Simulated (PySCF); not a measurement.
## SMILES COc1nnc(C)cc1F, C6H7FN2O

Geometry:
```json
{"atom": "C1", "x (Å)": "3.177", "y (Å)": "0.746", "z (Å)": "-0.184"}
{"atom": "O2", "x (Å)": "2.406", "y (Å)": "-0.434", "z (Å)": "-0.038"}
{"atom": "C3", "x (Å)": "1.083", "y (Å)": "-0.270", "z (Å)": "-0.011"}
{"atom": "N4", "x (Å)": "0.560", "y (Å)": "0.936", "z (Å)": "-0.116"}
{"atom": "N5", "x (Å)": "-0.730", "y (Å)": "1.123", "z (Å)": "-0.090"}
{"atom": "C6", "x (Å)": "-1.567", "y (Å)": "0.118", "z (Å)": "0.041"}
{"atom": "C7", "x (Å)": "-3.025", "y (Å)": "0.436", "z (Å)": "0.059"}
{"atom": "C8", "x (Å)": "-1.109", "y (Å)": "-1.209", "z (Å)": "0.160"}
{"atom": "C9", "x (Å)": "0.244", "y (Å)": "-1.402", "z (Å)": "0.133"}
{"atom": "F10", "x (Å)": "0.774", "y (Å)": "-2.631", "z (Å)": "0.239"}
{"atom": "H11", "x (Å)": "2.931", "y (Å)": "1.251", "z (Å)": "-1.120"}
{"atom": "H12", "x (Å)": "2.988", "y (Å)": "1.432", "z (Å)": "0.644"}
{"atom": "H13", "x (Å)": "4.215", "y (Å)": "0.422", "z (Å)": "-0.184"}
{"atom": "H14", "x (Å)": "-3.532", "y (Å)": "-0.074", "z (Å)": "-0.759"}
{"atom": "H15", "x (Å)": "-3.160", "y (Å)": "1.508", "z (Å)": "-0.045"}
{"atom": "H16", "x (Å)": "-3.472", "y (Å)": "0.103", "z (Å)": "0.994"}
{"atom": "H17", "x (Å)": "-1.789", "y (Å)": "-2.040", "z (Å)": "0.268"}
```

Computed, not measured: GIAO BHandHLYP/pcSseg-1 magnetisability, rotational g tensor and spin-rotation constants, non-relativistic, gas phase (PySCF). Geometry: GFN2-xTB.

(1) Give the nuclear spin-rotation constants along the inertial axes (H = +C I·J) beside the isotropic shieldings.

## Answers

(1) Rotational constants 2.3437, 1.0615, 0.7373 GHz. A star marks the isotopologue with that one atom substituted, in its own axes.
```csv
atom,isotope,Caa (kHz),Cbb (kHz),Ccc (kHz),mean (kHz),σ (ppm)
N4,14N,0.853,0.229,0.032,0.371,-146.6
N5,14N,0.943,0.236,0.029,0.403,-178.1
F10,19F,2.338,1.163,0.205,1.235,333.4
H11,1H,-0.186,-0.069,0.000,-0.085,27.4
H12,1H,-0.185,-0.069,-0.001,-0.085,27.4
H13,1H,0.140,-0.114,-0.075,-0.016,27.6
H14,1H,-0.163,-0.099,-0.011,-0.091,29.2
H15,1H,-0.186,0.022,-0.081,-0.082,28.8
H16,1H,-0.163,-0.099,-0.011,-0.091,29.2
H17,1H,-0.111,0.049,-0.080,-0.047,24.6
C1,13C*,0.508,0.177,0.155,0.280,130.1
O2,17O*,-0.286,-0.210,-0.044,-0.180,241.2
C3,13C*,1.226,0.404,0.143,0.591,20.4
C6,13C*,1.302,0.399,0.112,0.605,24.1
C7,13C*,0.307,0.157,0.126,0.196,162.8
C8,13C*,0.774,0.472,0.092,0.446,64.4
C9,13C*,0.827,0.541,0.164,0.511,22.9
```
For the geometry as given, no vibrational averaging.
